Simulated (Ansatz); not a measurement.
Calculated with Ansatz (gas phase, PBE0-D4/def2-TZVP geometries, no zero-point term in ΔE). CBS: MP2 limit from def2 TZ/QZ plus the TZ coupled-cluster correction, frozen cores. Functionals use def2-TZVPP. B3LYP here is the variant with VWN-RPA as its local correlation; programs differ in this. For Ga outer-core shells are correlated without core-valence functions, which leaves a few kJ/mol of doubt a bond. Scalar relativity is left out up to krypton. Each species was taken in one conformer, which may not be the lowest.

Reaction (substitution at a C–Si bond): `B[SiH](C)N=C` + `[OH][Ga]([OH])[Cl]` → `C[O][Ga]([OH])[Cl]` + `B[SiH2]N=C`

(1) Is it downhill or uphill in electronic energy at CCSD(T)/CBS, and by how much? (Estimate.)

(2) What do these levels give: PBE-D4, PBE0-D4, B3LYP-D4, PBE0, CCSD/def2-TZVPP, CCSD/CBS(def2)? (Estimate.)

Largest T1 diagnostic among the species: 0.013.

Answers

(1) Ansatz gave: Uphill: ΔE = +105.5 kJ/mol.

(2) The calculation gave: PBE-D4 101.3, PBE0-D4 103.7, B3LYP-D4 96.9, PBE0 102.8, CCSD/def2-TZVPP 101.0, CCSD/CBS(def2) 104.7 kJ/mol.

In def2-TZVPP, CCSD(T) changes the Hartree–Fock value by +12.2 kJ/mol (the triples alone add +0.8 kJ/mol) and MP2 by +20.1 kJ/mol.
